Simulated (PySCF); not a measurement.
[Bi(CCH)]2+ at several levels of theory

Computed with PySCF 2.14.0 (density fitting, no spin-orbit coupling) at the geometry relaxed with PBE:

```xyz
4
[Bi(CCH)]2+ (singlet)
Bi    0.0000    0.0000   -0.2221
C     0.0000    0.0000    1.8686
C     0.0000    0.0000    3.1291
H     0.0000    0.0000    4.2343
```

| level | basis | state | HOMO (eV) | gap (eV) | charge on Bi1 (e) | dipole about the centre of mass (D) | largest force component (eV/Å) |
| --- | --- | --- | --- | --- | --- | --- | --- |
| PBE | Bi def2-SVP with ECP60, C def2-SVP, H def2-SVP | singlet | -19.26 | 2.32 | 1.63 | 5.86 | 0.00 |
| HF | the same | singlet | -22.01 | 8.85 | 1.89 | 4.54 | 2.96 |
| M06-L | the same | singlet | -19.16 | 2.58 | 1.78 | 5.29 | 0.81 |
| BP86 | the same | singlet | -19.37 | 2.31 | 1.63 | 5.95 | 0.11 |
| BLYP | the same | singlet | -19.10 | 2.25 | 1.59 | 6.01 | 0.29 |
| PBE | Bi x2c-SVPall, C x2c-SVPall, H x2c-SVPall | singlet | -19.27 | 2.30 | 1.71 | 5.88 | 0.55 |

Charges are Mulliken's, which hang on the basis. The relaxation used the grid (50, 194), these runs (75, 302) or, all-electron (x2c bases, spin-free X2C Hamiltonian), (99, 590).

Question: What does PBE with Bi def2-TZVP with ECP60, C def2-TZVP, H def2-TZVP give here?

Answer: state singlet, HOMO (eV) -19.18, gap (eV) 2.28, charge on Bi1 (e) 1.74, dipole about the centre of mass (D) 5.91, largest force component (eV/Å) 0.53. Time: 5.9 s on 2 threads of Arm Neoverse V1, on a shared host, from free ions and atoms.

In the first row's basis the gap widens with exact exchange: 2.3 to 2.6 eV for BLYP, BP86, PBE, M06-L (none); 8.9 eV for Hartree–Fock (rising or full at long range).
